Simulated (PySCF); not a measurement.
**Ne²⁺: excitation energy**

Ne²⁺ [He] 2s2 2p4 (3P) → Ne²⁺ [He] 2s1 2p5 (3P), as a difference of total energies. Calculation: PySCF 2.14, in dyall-av3z (15s9p3d2f, 71 functions); the spin-free X2C one-electron Hamiltonian (Gaussian nucleus). Correlated levels: valence: 1s2 frozen; virtual orbitals above 40 to 60 times the deepest correlated orbital energy dropped. The calculations carry no spin-orbit coupling.

```csv
method,excitation energy (eV)
UHF,26.634
MP2 (valence),25.686
SCS-MP2 (valence),25.594
CCSD (valence),25.489
CCSD(T) (valence),25.437
```

How much does correlation contribute at CCSD(T) (valence)?

25.437 − (26.634) = -1.197 eV, measured against UHF.
